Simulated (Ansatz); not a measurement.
C3H9As, SMILES `CC[AsH]C`, 13 atoms. Total charge 0; spin multiplicity 1. Correlated methods include outer-core shells of As, which these sets cover unevenly. Scalar relativity is left out up to krypton. All runs use 4 threads of a server CPU on a shared host. Correlated methods freeze the cores.

(1) How many basis functions does each run have, and how long does it take in Ansatz? RHF-CCSD(T)/def2-TZVPP energy; RKS PBE-QIDH (frozen core)/def2-TZVPP energy; RKS PBE0-D4/def2-QZVPP energy; RKS ωB97M-V/def2-QZVPP energy; RKS PBE0-D4/def2-TZVP frequencies; RKS ωB97M-V/def2-SVP energy; RKS PBE0-D4/def2-TZVP relaxation (6 steps); RKS B97M-V/def2-TZVPP energy; RKS SPW92/def2-TZVPP energy; RHF-MP2/def2-QZVPP energy; direct RPA on PBE orbitals/def2-TZVPP energy; RKS r2SCAN-D4/def2-TZVPP energy and forces. (An estimate is asked.)

Answers

(1) Ansatz gave: Other jobs shared the machine, so times are rough.

```json
{"level": "RKS SPW92/def2-TZVPP", "job": "energy", "functions": "267", "wall time": "1.8 s", "peak host memory (GiB)": "0.35"}
{"level": "RKS ωB97M-V/def2-SVP", "job": "energy", "functions": "119", "wall time": "4.1 s", "peak host memory (GiB)": "0.41"}
{"level": "RKS r2SCAN-D4/def2-TZVPP", "job": "energy and forces", "functions": "267", "wall time": "4.9 s", "peak host memory (GiB)": "0.38"}
{"level": "direct RPA on PBE orbitals/def2-TZVPP", "job": "energy", "functions": "267", "wall time": "6 s", "peak host memory (GiB)": "0.68"}
{"level": "RKS PBE-QIDH (frozen core)/def2-TZVPP", "job": "energy", "functions": "267", "wall time": "7.5 s", "peak host memory (GiB)": "0.75"}
{"level": "RKS B97M-V/def2-TZVPP", "job": "energy", "functions": "267", "wall time": "8 s", "peak host memory (GiB)": "0.44"}
{"level": "RKS PBE0-D4/def2-QZVPP", "job": "energy", "functions": "530", "wall time": "12 s", "peak host memory (GiB)": "2.1"}
{"level": "RKS ωB97M-V/def2-QZVPP", "job": "energy", "functions": "530", "wall time": "24 s", "peak host memory (GiB)": "2.5"}
{"level": "RKS PBE0-D4/def2-TZVP", "job": "relaxation (6 steps)", "functions": "195", "wall time": "25 s", "peak host memory (GiB)": "0.53"}
{"level": "RHF-MP2/def2-QZVPP", "job": "energy", "functions": "530", "wall time": "38 s", "peak host memory (GiB)": "3.9"}
{"level": "RHF-CCSD(T)/def2-TZVPP", "job": "energy", "functions": "267", "wall time": "2 min", "peak host memory (GiB)": "7.7"}
{"level": "RKS PBE0-D4/def2-TZVP", "job": "frequencies", "functions": "195", "wall time": "3.6 min", "peak host memory (GiB)": "0.54"}
```
